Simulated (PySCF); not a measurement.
Correlation energy of Xe⁺ (xenon, charge +1)

[Kr] 4d10 5s2 5p5, 2P determinant. Calculation: PySCF 2.14, in def2-TZVP with the def2 core potential (28 electrons) (6s5p3d2f, 50 functions); scalar relativity through the core potential. Frozen: 4s2 4p6 4d10; 7 electrons correlated.

MP2 pair energies summed by pair of shells (mhartree):

```json
{"pair": "5p-5p", "energy": "-71.82", "share (%)": "62.0"}
{"pair": "5s-5p", "energy": "-37.44", "share (%)": "32.3"}
{"pair": "5s-5s", "energy": "-6.54", "share (%)": "5.6"}
```

Total MP2 correlation energy: -115.80 mhartree.

Same-spin part -26.10 and opposite-spin part -89.70 mhartree; SCS-MP2 scales them by 1/3 and 6/5 to -116.34 mhartree.

| level | correlation energy (mhartree) |
| --- | --- |
| CCSD | -134.44 |
| (T) | -3.56 |
| CCSD(T) | -138.00 |

Diagnostics: T1 = 0.0060, D1 = 0.0194, largest double amplitude 0.046.

Cost of the coupled-cluster step: 1.2 s of wall time on 1 thread of Neoverse-V1 (shared host), for 7 correlated electrons.
